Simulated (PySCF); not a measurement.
Simulation results for AlBH₅N₂, AlBClH₄N, CH₄AlClN, CH₆AlN₂ and others

All values are calculated (PySCF 2.14.0). Calculation on a computer-drawn molecule: the log of a Hartree-Fock and frozen-core CCSD(T) single point meant for a local Hartree-Fock minimum, with one planted fault or none, to be diagnosed. Offsets are logged minus clean, where the clean run is the same molecule without the fault. The reference is restricted for singlets and unrestricted otherwise, and also for a bond in bohr or an excited solution. Adding or removing an electron swaps singlet and doublet. The excited solution moves the top pair (singlet) or top alpha electron (doublet) to the lowest empty orbital. Highest occupied and lowest empty are orbital energies over both spins, largest force is the largest gradient component, triples share is (T) over the correlation energy, the T1 limit is 0.02 restricted and 0.045 unrestricted, electrons count all cores, a negative frequency is imaginary (commonest isotopes), and the dipole is about the centre of nuclear charge.

Common to all runs: meant basis cc-pV(D+d)Z; logged SCF converged yes; possible faults no fault, one electron removed, one electron added, multiplicity raised by two, geometry at a saddle point, SCF held on an excited solution, minimal basis STO-3G, one bond length entered in bohr, all coordinates scaled.

(1) AlBH₅N₂

Logged structure:
```xyz
9
AlBH5N2
N      0.3976     0.8960     1.3185
B     -0.8274     0.3689     1.7221
N     -1.0566    -0.4842     2.7997
Al    -2.5844     0.9440     0.5329
H      1.2468     0.6821     1.8078
H      0.5477     1.5064     0.5447
H     -0.3080    -0.7933     3.3917
H     -1.9394    -0.8549     3.0777
H     -3.8296     1.3513    -0.3100
```

- meant charge: 1
- meant multiplicity: 1
- logged electrons: 36
- logged basis functions: 90
- logged spin squared: 2.0042
- logged highest occupied: -11.731 eV
- logged lowest empty: -7.019 eV
- logged largest force: 0.061429 hartree/bohr
- logged T1 diagnostic: 0.024085
- logged D1 diagnostic: 0.12277
- logged triples share: 0.029029
- logged CC converged: yes
- logged dipole magnitude: 0.57741 debye
- logged SCF stable within its kind: yes
- logged energy HF: -378.11492 hartree
- logged energy CCSD(T): -378.61972 hartree
- planted fault: multiplicity raised by two
- HF energy offset from clean run: 84.05 kcal/mol
- CCSD(T) energy offset from clean run: 93.06 kcal/mol

Drawn bonds:
| atom | other atom | order |
| --- | --- | --- |
| 1 | 2 | 1 |
| 2 | 3 | 1 |
| 2 | 4 | 1 |
| 1 | 5 | 1 |
| 1 | 6 | 1 |
| 3 | 7 | 1 |
| 3 | 8 | 1 |
| 4 | 9 | 1 |

(2) AlBH₅N₂

Structure as in entry 1.

* meant charge: 1
* meant multiplicity: 1
* logged electrons: 36
* logged basis functions: 29
* logged spin squared: 0
* logged highest occupied: -13.073 eV
* logged lowest empty: 1.231 eV
* logged largest force: 0.032225 hartree/bohr
* logged T1 diagnostic: 0.01762
* logged D1 diagnostic: 0.074645
* logged triples share: 0.023719
* logged CC converged: yes
* logged dipole magnitude: 4.0007 debye
* logged SCF stable within its kind: yes
* logged energy HF: -373.69558 hartree
* logged energy CCSD(T): -373.90596 hartree
* planted fault: minimal basis STO-3G
* HF energy offset from clean run: 2857 kcal/mol
* CCSD(T) energy offset from clean run: 3051 kcal/mol

Drawn bonds:
| atom | other atom | order |
| --- | --- | --- |
| 1 | 2 | 1 |
| 2 | 3 | 1 |
| 2 | 4 | 1 |
| 1 | 5 | 1 |
| 1 | 6 | 1 |
| 3 | 7 | 1 |
| 3 | 8 | 1 |
| 4 | 9 | 1 |

(3) AlBClH₄N

Logged structure:
```xyz
8
AlBClH4N
N     -0.6562     0.6015     0.2883
B     -1.2187    -0.6378     0.5520
Al    -2.7921    -1.7255    -0.4338
Cl    -0.5182    -1.5233     1.9862
H     -0.9514     1.1852    -0.4657
H      0.0827     0.9903     0.8408
H     -4.3077    -1.5359    -0.0083
H     -2.4623    -2.7885    -1.5628
```

- meant charge: 0
- meant multiplicity: 1
- logged electrons: 45
- logged basis functions: 94
- logged spin squared: 0.7719
- logged highest occupied: -16.626 eV
- logged lowest empty: -7.7294 eV
- logged largest force: 0.087484 hartree/bohr
- logged T1 diagnostic: 0.024466
- logged D1 diagnostic: 0.12436
- logged triples share: 0.030855
- logged CC converged: yes
- logged dipole magnitude: 4.264 debye
- logged SCF stable within its kind: yes
- logged energy HF: -782.63325 hartree
- logged energy CCSD(T): -783.13647 hartree
- planted fault: one electron removed
- HF energy offset from clean run: 204.8 kcal/mol
- CCSD(T) energy offset from clean run: 212.5 kcal/mol

Drawn bonds:
| atom | other atom | order |
| --- | --- | --- |
| 1 | 2 | 1 |
| 2 | 3 | 1 |
| 2 | 4 | 1 |
| 1 | 5 | 1 |
| 1 | 6 | 1 |
| 3 | 7 | 1 |
| 3 | 8 | 1 |

(4) AlBClH₄N

Structure as in entry 3.

- meant charge: 0
- meant multiplicity: 1
- logged electrons: 46
- logged basis functions: 94
- logged spin squared: 0
- logged highest occupied: -4.0229 eV
- logged lowest empty: -4.8738 eV
- logged largest force: 0.097608 hartree/bohr
- logged CC converged: no
- logged dipole magnitude: 7.4495 debye
- logged SCF stable within its kind: no
- logged energy HF: -782.50196 hartree
- planted fault: SCF held on an excited solution
- HF energy offset from clean run: 287.2 kcal/mol

Drawn bonds:
| atom | other atom | order |
| --- | --- | --- |
| 1 | 2 | 1 |
| 2 | 3 | 1 |
| 2 | 4 | 1 |
| 1 | 5 | 1 |
| 1 | 6 | 1 |
| 3 | 7 | 1 |
| 3 | 8 | 1 |

Notes: CCSD not converged.

(5) AlBH₅N₂

Logged structure:
```xyz
9
AlBH5N2
N     -2.4792    -1.2451    -0.0756
B     -1.5802    -0.2120    -0.1584
Al    -0.2730     1.3538    -0.2684
N      1.2484     1.2345    -1.1714
H     -2.4580    -1.9364     0.6490
H     -3.2265    -1.3785    -0.7292
H     -0.5808     2.7267     0.4566
H      1.5784     0.4357    -1.6792
H      1.9169     1.9781    -1.2478
```

* meant charge: 0
* meant multiplicity: 2
* logged electrons: 37
* logged basis functions: 90
* logged spin squared: 3.7773
* logged highest occupied: -3.569 eV
* logged lowest empty: -0.43515 eV
* logged largest force: 0.10836 hartree/bohr
* logged T1 diagnostic: 0.024401
* logged D1 diagnostic: 0.12696
* logged triples share: 0.028504
* logged CC converged: yes
* logged dipole magnitude: 5.1548 debye
* logged SCF stable within its kind: yes
* logged energy HF: -378.26216 hartree
* logged energy CCSD(T): -378.76617 hartree
* planted fault: multiplicity raised by two
* HF energy offset from clean run: 111.9 kcal/mol
* CCSD(T) energy offset from clean run: 125.7 kcal/mol

Drawn bonds:
| atom | other atom | order |
| --- | --- | --- |
| 1 | 2 | 1 |
| 2 | 3 | 1 |
| 3 | 4 | 1 |
| 1 | 5 | 1 |
| 1 | 6 | 1 |
| 3 | 7 | 1 |
| 4 | 8 | 1 |
| 4 | 9 | 1 |

(6) CH₄AlClN

Logged structure:
```xyz
8
CH4AlClN
N      1.5177     0.0683     0.0000
C      0.2799    -0.5170     0.0000
Al    -1.3993     0.3671     0.0000
Cl    -3.1537    -0.8318     0.0000
H      2.3547    -0.4724     0.0000
H      1.6279     1.0585     0.0000
H      0.3382    -1.6031     0.0000
H     -1.5655     1.9305     0.0000
```

* meant charge: 0
* meant multiplicity: 2
* logged electrons: 47
* logged basis functions: 94
* logged spin squared: 0.7586
* logged highest occupied: -7.5815 eV
* logged lowest empty: 1.5456 eV
* logged largest force: 5.069e-05 hartree/bohr
* logged lowest frequency: -407.93 cm⁻¹
* logged T1 diagnostic: 0.017676
* logged D1 diagnostic: 0.077485
* logged triples share: 0.025717
* logged CC converged: yes
* logged dipole magnitude: 4.0267 debye
* logged SCF stable within its kind: yes
* logged energy HF: -796.11619 hartree
* logged energy CCSD(T): -796.66524 hartree
* planted fault: geometry at a saddle point
* HF energy offset from clean run: 0.5211 kcal/mol
* CCSD(T) energy offset from clean run: 0.2926 kcal/mol

Drawn bonds:
| atom | other atom | order |
| --- | --- | --- |
| 1 | 2 | 1 |
| 2 | 3 | 1 |
| 3 | 4 | 1 |
| 1 | 5 | 1 |
| 1 | 6 | 1 |
| 2 | 7 | 1 |
| 3 | 8 | 1 |

(7) CH₆AlN₂

Logged structure:
```xyz
10
CH6AlN2
N     -0.1544    -2.1809     2.5486
C     -0.1778    -0.8440     2.1582
Al    -1.3872     0.0111     0.9372
N     -2.7341    -0.8663     0.1932
H      0.3108    -2.3839     3.4125
H     -1.0232    -2.6740     2.4864
H      0.6790    -0.2955     2.5486
H     -1.2153     1.5440     0.5922
H     -3.4000    -0.4474    -0.4291
H     -2.9376    -1.8440     0.2805
```

* meant charge: 0
* meant multiplicity: 2
* logged electrons: 38
* logged basis functions: 95
* logged spin squared: 0
* logged highest occupied: -15.043 eV
* logged lowest empty: -5.0697 eV
* logged largest force: 0.1221 hartree/bohr
* logged T1 diagnostic: 0.023408
* logged D1 diagnostic: 0.094843
* logged triples share: 0.030958
* logged CC converged: yes
* logged dipole magnitude: 5.3604 debye
* logged SCF stable within its kind: yes
* logged energy HF: -391.95786 hartree
* logged energy CCSD(T): -392.54672 hartree
* planted fault: one electron removed
* HF energy offset from clean run: 143.7 kcal/mol
* CCSD(T) energy offset from clean run: 143.4 kcal/mol

Drawn bonds:
| atom | other atom | order |
| --- | --- | --- |
| 1 | 2 | 1 |
| 2 | 3 | 1 |
| 3 | 4 | 1 |
| 1 | 5 | 1 |
| 1 | 6 | 1 |
| 2 | 7 | 1 |
| 3 | 8 | 1 |
| 4 | 9 | 1 |
| 4 | 10 | 1 |

Notes: T1 above single-reference limit.

(8) CH₃AlNO

Logged structure:
```xyz
7
CH3AlNO
N     -2.0316    -0.2603    -1.4683
C     -1.4146     0.6923    -0.6785
Al     0.2538     0.5515     0.2166
O      1.6516     0.4670     0.9381
H     -2.7726     0.0578    -2.0617
H     -1.4526    -0.9377    -1.9219
H     -2.0507     1.5483    -0.4681
```

* meant charge: 0
* meant multiplicity: 2
* logged electrons: 38
* logged basis functions: 80
* logged spin squared: 0
* logged highest occupied: -0.24145 eV
* logged lowest empty: 7.4262 eV
* logged largest force: 0.064964 hartree/bohr
* logged T1 diagnostic: 0.022981
* logged D1 diagnostic: 0.068298
* logged triples share: 0.034274
* logged CC converged: yes
* logged dipole magnitude: 5.1543 debye
* logged SCF stable within its kind: yes
* logged energy HF: -410.75203 hartree
* logged energy CCSD(T): -411.3662 hartree
* planted fault: one electron added
* HF energy offset from clean run: 23.65 kcal/mol
* CCSD(T) energy offset from clean run: 5.106 kcal/mol

Drawn bonds:
| atom | other atom | order |
| --- | --- | --- |
| 1 | 2 | 1 |
| 2 | 3 | 1 |
| 3 | 4 | 2 |
| 1 | 5 | 1 |
| 1 | 6 | 1 |
| 2 | 7 | 1 |

Notes: T1 above single-reference limit.
